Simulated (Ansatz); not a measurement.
Al5Sb4H16⁻, a cluster cut from zinc blende AlSb (hydrogen-capped), relaxed as a singlet with RKS PBE-D4/def2-SVP in Ansatz, starting from a model built from a lattice or polyhedron. Force threshold 0.03 eV/Å.

In the def2 sets Sb takes a core potential; there is no spin–orbit coupling.

Start:

```xyz
25

Sb   -0.755   -1.834   -1.556
Sb   -2.066    0.616    1.756
Sb    1.940   -1.029    1.749
Sb    0.877    2.145   -1.034
Al    1.177   -2.856   -0.027
Al   -2.843   -1.182   -0.019
Al    0.126    0.309   -2.814
Al   -1.177    2.799    0.489
Al    2.807    1.092    0.490
H    -1.246   -3.025   -2.712
H    -0.860    0.004    2.753
H    -3.431    1.084    2.745
H     3.163   -1.689    2.732
H     0.568   -0.609    2.751
H     1.441    3.534   -1.841
H     0.659   -4.098    0.705
H     2.386   -3.209   -0.921
H    -3.340   -2.453    0.713
H    -3.982   -0.604   -0.918
H    -1.015    0.893   -3.690
H     1.330   -0.057   -3.683
H    -2.311    3.358   -0.372
H    -0.752    3.852    1.563
H     4.035    0.771   -0.385
H     3.269    2.187    1.525
```

```tsv
step	energy (eV)	largest force component (eV/Å)	SCF passes
1	-59369.5723	1.095	20
2	-59370.9250	0.299	19
3	-59371.0569	0.119	18
4	-59371.0767	0.063	19
5	-59371.1016	0.153	18
6	-59371.1138	0.091	19
7 (rejected)	-59371.1134	0.083	19
8	-59371.1185	0.010	20
9	-59371.1193	0.015	20
```

Force components are those of the run's own axes.

End:

Cartesian coordinates in Å:
```
Sb -0.736 -1.786 -1.408
Sb -2.282 0.762 1.422
Sb 2.159 -1.081 1.384
Sb 0.848 2.044 -0.902
Al 1.154 -3.174 -0.070
Al -3.028 -1.440 -0.027
Al 0.130 0.327 -2.887
Al -1.155 3.105 0.562
Al 3.029 1.377 0.542
H -1.225 -2.930 -2.602
H -1.304 0.191 2.716
H -3.616 1.179 2.431
H 3.330 -1.710 2.481
H 0.989 -0.763 2.606
H 1.416 3.427 -1.762
H 0.536 -4.237 0.972
H 2.366 -3.614 -1.036
H -3.324 -2.633 1.014
H -4.212 -0.898 -0.978
H -1.123 0.950 -3.688
H 1.452 -0.112 -3.698
H -2.289 3.762 -0.378
H -0.633 3.905 1.860
H 4.293 1.054 -0.405
H 3.225 2.297 1.850
```

By distances, no bond broke or formed. The bond that changes most is Sb3–Al9, from 2.61 to 2.74 Å (atoms count from 1). A close non-bonded pair moves further: H11–H14, from 1.55 to 2.49 Å.

The force fell under the threshold at step 8, but the optimiser went on. No frequencies were taken in this run, so the end may be a saddle point.

It took 51 s on 4 threads of Arm Neoverse V2 on a shared host.
